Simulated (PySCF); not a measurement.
## [CoS2]+: bending curve

All numbers come from UPBE0/[Co def2-SVP, S def2-SVP], no relativity, density fitting, PySCF.

Rigid scan from the quintet minimum (Co–S 2.248 Å (×2), S–S 2.024 Å; Co–S–S 63.3° (×2), S–Co–S 53.5°). Coordinate: the S–Co–S angle, bonds fixed. Energies in kJ/mol from the minimum.

| bond angle (°) | E (kJ/mol) | dipole size (D, about the centre of mass) | ⟨S²⟩ |
| --- | --- | --- | --- |
| 80 | 199.4 | 3.91 | 6.15 |
| 90 | 256.2 | 3.54 | 6.26 |
| 100 | 294.3 | 3.18 | 6.34 |
| 110 | 294.8 | 2.98 | 6.45 |
| 120 | 310.1 | 2.63 | 6.50 |
| 130 | 326.7 | 2.27 | 6.54 |
| 140 | 344.7 | 1.91 | 6.59 |
| 150 | 363.7 | 1.55 | 6.64 |
| 160 | 383.4 | 1.17 | 6.69 |
| 170 | 402.4 | 0.78 | 6.73 |
| 180 | 418.7 | 0.35 | 6.78 |

With the bonds held, the linear shape lies 418.7 kJ/mol from the minimum.

Spin contamination is strong at 90, 100, 110, 120, 130, 140, 150, 160, 170, 180, so these points are less reliable.

Open d and f shells are described by one determinant, and the ground state may have another occupation or spin.

The scan took 45 s on 2 threads of a shared Intel Xeon 6975P-C (Granite Rapids) host; the process peaked at 0.68 GiB.
